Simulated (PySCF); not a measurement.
**Relaxation of singlet TiO2**

Level of theory: PySCF, PBE0, basis Ti def2-TZVP, O def2-TZVP (no relativity, density fitting). A (50,194) grid was used.

A hand-made linear start, of D∞h symmetry, held to at least that symmetry:

```xyz
3
charge 0 multiplicity 1, angstrom
Ti    0.0000    0.0000    0.0000
O     0.0000    0.0000    1.7400
O     0.0000    0.0000   -1.7400
```

Optimiser trace:
| step | E − E(last) (kJ/mol) | largest gradient (Eh/bohr) |
| --- | --- | --- |
| 0 | 9.19 | 0.03935 |
| 1 | 0.24 | 0.00705 |
| 2 | 0.00 | 0.00087 |
| 3 | 0.00 | 0.00002 |

It ends at D∞h with Ti–O 1.695 Å (×2); O–Ti–O 180.0°. A frequency run shows 2 imaginary modes (one degenerate set), down to 404i cm⁻¹, so it is a higher-order saddle point.

Final geometry:
Coordinates in bohr (charge 0 multiplicity 1):
```
Ti    0.0000    0.0000    0.0000
O     0.0000    0.0000    3.2027
O     0.0000    0.0000   -3.2027
```

The relaxation took 4.7 s on 2 threads of a shared AMD EPYC 7B13 (Zen 3) host, with 107 basis functions and 4 gradients; the process peaked at 0.58 GiB.
